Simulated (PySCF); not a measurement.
PySCF 2.14 output of an unrestricted r2SCAN calculation on a single atom or ion in def2-TZVP, with no relativity, point nucleus:

```
SCF conv_tol = 1e-09
number electrons alpha = 11  beta = 10
    J. W. Furness, A. D. Kaplan, J. Ning, J. P. Perdew, and J. Sun.,  J. Phys. Chem. Lett. 11, 8208-8215 (2020)
    J. W. Furness, A. D. Kaplan, J. Ning, J. P. Perdew, and J. Sun.,  J. Phys. Chem. Lett. 11, 9248-9248 (2020)
    J. W. Furness, A. D. Kaplan, J. Ning, J. P. Perdew, and J. Sun.,  J. Phys. Chem. Lett. 11, 8208-8215 (2020)
    J. W. Furness, A. D. Kaplan, J. Ning, J. P. Perdew, and J. Sun.,  J. Phys. Chem. Lett. 11, 9248-9248 (2020)
cycle= 1 E= -760.559591219837  delta_E= -0.00759  |g|= 0.0178  |ddm|= 0.292
cycle= 2 E= -760.562302254081  delta_E= -0.00271  |g|= 0.0178  |ddm|= 0.157
cycle= 3 E= -760.563407757512  delta_E= -0.00111  |g|= 0.0167  |ddm|= 0.0689
cycle= 4 E= -760.56500308972  delta_E= -0.0016  |g|= 0.0216  |ddm|= 0.217
cycle= 5 E= -760.565144984511  delta_E= -0.000142  |g|= 0.00606  |ddm|= 0.0378
cycle= 6 E= -760.565206484022  delta_E= -6.15e-05  |g|= 0.00437  |ddm|= 0.0562
cycle= 7 E= -760.565244184769  delta_E= -3.77e-05  |g|= 0.000601  |ddm|= 0.0227
cycle= 8 E= -760.565244918711  delta_E= -7.34e-07  |g|= 0.000194  |ddm|= 0.00405
cycle= 9 E= -760.565245016698  delta_E= -9.8e-08  |g|= 1.64e-05  |ddm|= 0.00116
cycle= 10 E= -760.565245018513  delta_E= -1.82e-09  |g|= 6.41e-06  |ddm|= 0.000158
cycle= 11 E= -760.565245018554  delta_E= -4.01e-11  |g|= 9.74e-07  |ddm|= 1.86e-05
converged SCF energy = -760.565245018554  <S^2> = 1.2449635  2S+1 = 2.445374
```

The run itself started from symmetry-adapted Hartree-Fock orbitals and held the occupation by maximum overlap, on a logarithmic radial grid, so the iterations belong to that start.

Q: Which element, charge and spin multiplicity is this?

A: Sc (scandium, neutral), multiplicity 2; the state was [Ar] 3d1 4s2, 2D determinant.

⟨L²⟩ = 7.76 against 6 for a pure D term, so this real determinant mixes terms. ⟨S²⟩ = 1.24 against 0.75 shows spin contamination. The s, p, d and f populations moved away from the nominal configuration during the SCF.
